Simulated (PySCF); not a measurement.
ORD: `CC[C@H](F)[C@@H]1C=C1F`, C₆H₈F₂

Cartesian coordinates in Å; atom numbers follow the order of the lines, from 1:
```xyz
16

C     1.9877    0.3655    0.4269
C     1.0368    0.4955   -0.7552
C    -0.1246   -0.4937   -0.6688
F    -0.8702   -0.3921   -1.8327
C    -1.0394   -0.2391    0.5230
C    -2.5226    0.0363    0.2952
C    -1.7808    1.0418    0.6330
F    -1.6529    2.3209    0.9151
H     1.4852    0.6113    1.3588
H     2.8283    1.0435    0.3039
H     2.3726   -0.6494    0.4993
H     0.6285    1.5073   -0.8001
H     1.5737    0.3113   -1.6881
H     0.2453   -1.5276   -0.6435
H    -0.7271   -0.7662    1.4207
H    -3.4482   -0.3889    0.0013
```

Computed, not measured: TDDFT PBE0/def2-SVPD circular dichroism and optical rotation, one conformer, gas phase in PySCF. Geometry: GFN2-xTB.

The molecule is flexible and this is one conformer; a measurement averages over conformers. States above about 7.4 eV lie in this functional's continuum (it starts at minus the energy of the highest occupied orbital, well below the true ionisation energy for most functionals) and depend on the basis.

Stereocentres: C3 S, C5 S.

(1) Give the optical rotatory dispersion at 633, 589.3, 546, 436, 405, 365, 355 nm.

(2) And for the mirror image at 589.3 nm?

(3) What is the molar rotation [Φ] = [α]·M/100 of the geometry above at 589.3 nm?

## Answers

(1) [α] in deg dm⁻¹ (g/mL)⁻¹:
| λ (nm) | origin-invariant length gauge | modified velocity gauge | length gauge (centre of mass) | isotropic polarisability (au) |
| --- | --- | --- | --- | --- |
| 633 | +69.2 | +75.0 | +69.1 | 70.4 |
| 589.3 | +80.6 | +87.3 | +80.4 | 70.6 |
| 546 | +94.9 | +103.0 | +94.8 | 70.9 |
| 436 | +156.0 | +169.9 | +155.8 | 72.0 |
| 405 | +184.7 | +201.5 | +184.5 | 72.5 |
| 365 | +235.9 | +258.2 | +235.8 | 73.3 |
| 355 | +252.2 | +276.4 | +252.2 | 73.6 |

(2) -80.6 deg dm⁻¹ (g/mL)⁻¹ (origin-invariant length gauge): the same size and the opposite sign.

(3) With M = 118.13 g/mol, +95.2 deg cm² dmol⁻¹ (origin-invariant length gauge).

The first excitation lies at 6.64 eV (187 nm) with R = +15.4 × 10⁻⁴⁰ esu² cm² (velocity form).
